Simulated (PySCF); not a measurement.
Simulated P 2p region for (SiH3)3P (`[SiH3]P([SiH3])[SiH3]`), binding energy against the vacuum level.

Every computed line was given a Gaussian of 0.4 eV full width at half maximum and an area set by the number of equivalent atoms (split 2:1 within a doublet); the highest printed point is 100. Theory: delta-SCF UKS SCAN, pcX-2 on the ionised atom, pcseg-1 elsewhere, spin-free X2C in PySCF.

```csv
binding energy (eV),intensity
135.0,1
135.1,3
135.2,14
135.3,37
135.4,73
135.5,100
135.6,97
135.7,67
135.8,33
135.9,12
136.0,5
136.1,8
136.2,21
136.3,38
136.4,51
136.5,48
136.6,31
136.7,15
136.8,5
136.9,1
137.0,0
```

Task: Count the maxima, the lines and the sites behind this envelope.

Result: The curve has 2 maxima (at 135.5 and 136.4 eV). Under it lie 2 lines from 1 inequivalent phosphorus site, drawn as a 2p3/2, 2p1/2 pair.

Task: Decompose the envelope and assign each component. Numbering: `[SiH3:1][P:2]([SiH3:3])[SiH3:4]`.

Result: 
```csv
position (eV),relative area,line,atoms,environment
135.54,0.67,P 2p3/2,P2,three-coordinate phosphorus
136.43,0.33,P 2p1/2,P2,three-coordinate phosphorus
```

Task: What are the centre and the root-mean-square width of the whole band?

Result: The area-weighted mean of the lines is 135.84 eV. Their own spread about it is 0.42 eV (rms) and each Gaussian has σ = 0.4/2.355 = 0.17 eV; the variances add, which gives 0.45 eV.

Shake-up satellites, vibrational structure and lifetime widths aren't simulated. Spin–orbit and ligand-field terms were added within each 2p shell after the spin-free SCF. 2p1/2 minus 2p3/2 (ligand field included): P 0.89 eV. Geometry: PBE0-D3(BJ)/def2-SVP; no solvent, vibrations or thermal averaging.
